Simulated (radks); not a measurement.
Fractional charge and spin in the 3p shell of copper: the spin-up occupation runs from 2 to 3 and the spin-down occupation from 2 to 3; the fullest corner is Cu2+, [Ne] 3s2 3d(up 4.5, down 4.5) 3p(up 3, down 3). All-electron calculation, non-relativistic Kohn-Sham, PBE, spin-polarised, spherical densities, point nucleus. Program: a radial shooting solver on a logarithmic mesh with Libxc functionals. Energy (eV) above the fullest corner. The planes named below are the two flat planes that join the four corners, with an edge along up + down = one added electron.

\begin{tabular}{lrrrrr}
down \ up & 2 & 2.25 & 2.5 & 2.75 & 3 \\ \hline
2 & 236.479 & 201.866 & 168.706 & 136.970 & 106.628 \\
2.25 & 201.866 & 168.804 & 137.164 & 106.917 & 78.029 \\
2.5 & 168.706 & 137.164 & 107.013 & 78.220 & 50.751 \\
2.75 & 136.970 & 106.917 & 78.220 & 50.845 & 24.755 \\
3 & 106.628 & 78.029 & 50.751 & 24.755 & 0.000 \\
\end{tabular}

Corners above the fullest one (they belong to Cu3+ and the next ion): (up 3, down 2) 106.63 eV, (up 2, down 3) 106.63 eV, (up 2, down 2) 236.48 eV. With half an added electron in each spin the energy lies 0.384 eV from the planes, and with half an added electron in spin up alone -2.848 eV. The planes are only a guide here: the flat-plane condition holds for ground states with one frontier orbital, while this shell lies below other occupied shells, so the corners above the fullest one are inner-hole states and not the ground states of those ions.
